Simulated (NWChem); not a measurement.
Species: C3H3F3; SMILES F[C@H]1[C@H](F)[C@H]1F

Q: Give the equilibrium geometry at PBE0/def2-SVP (NWChem) as a list of bonds and angles, with the point group.

A: point group Cs; any orientation.
Bond lengths (Å): F1–C2 1.346, C2–C3 1.505, C2–C5 1.491, C2–H7 1.096, C3–F4 1.346, C3–C5 1.491, C3–H8 1.096, C5–F6 1.350, C5–H9 1.097. Angles (°): F1–C2–C3 119.2, F1–C2–C5 117.8, F1–C2–H7 114.0, C3–C2–C5 59.7, C3–C2–H7 117.2, C5–C2–H7 118.6, C2–C3–F4 119.2, C2–C3–C5 59.7, C2–C3–H8 117.2, F4–C3–C5 117.8, F4–C3–H8 114.0, C5–C3–H8 118.6, C2–C5–C3 60.6, C2–C5–F6 120.1, C2–C5–H9 115.4, C3–C5–F6 120.1, C3–C5–H9 115.4, F6–C5–H9 114.7.
